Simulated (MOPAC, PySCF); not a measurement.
HAlBr$_{2}$O, SMILES `[OH][Al]([Br])[Br]` (H–O–Al–Br torsion 180°), neutral singlet in the gas phase. 

Cartesian coordinates (Å):
SMILES: [OH][Al]([Br])[Br]
```xyz
5

O     -1.0223    -0.8913    -0.0044
Al     0.3577     0.0645     0.0022
Br     2.3435    -0.9454     0.0229
Br     0.2282     2.3002    -0.0089
H     -1.9071    -0.5280    -0.0119
```
Charge 0, multiplicity 1.

All levels are single points at this geometry (PBE0-D4/def2-TZVP); Pople sets use spherical d functions. Orbital energies aren't observables, and empty levels follow the basis.

| level | HOMO (eV) | LUMO (eV) | gap (eV) | dipole (D) | vertical IE, Delta-SCF (eV) |
|---|---|---|---|---|---|
| B3LYP-D3(BJ)/def2-TZVP in PySCF | -8.35 | -1.43 | 6.92 | 1.54 | – |
| PBE-D3(BJ)/def2-TZVP in PySCF | -7.33 | -2.00 | 5.34 | 1.49 | – |
| PBE0-D4/def2-TZVP in PySCF | -8.64 | -1.16 | 7.48 | 1.54 | – |
| B3LYP/3-21G in PySCF | -8.00 | -1.28 | 6.72 | 2.27 | – |
| B3LYP/6-31G* in PySCF | -8.27 | -1.41 | 6.86 | 1.82 | 10.57 |
| B3LYP/LANL2DZ in PySCF | -8.46 | -1.73 | 6.73 | 2.18 | – |
| PBE/6-31G* in PySCF | -7.26 | -2.00 | 5.27 | 1.80 | 10.19 |
| HF/3-21G in PySCF | -11.35 | 2.04 | 13.39 | 2.43 | – |
| HF/6-31G* in PySCF | -11.55 | 1.86 | 13.41 | 1.94 | 10.76 |
| HF/STO-3G in PySCF | -8.37 | 7.55 | 15.92 | 2.33 | – |
| AM1 in MOPAC | -11.21 | -1.49 | 9.72 | 1.95 | – |
| PM3 in MOPAC | -12.57 | -3.21 | 9.36 | 4.09 | – |
| PM6 in MOPAC | -10.89 | 0.24 | 11.12 | 1.66 | – |
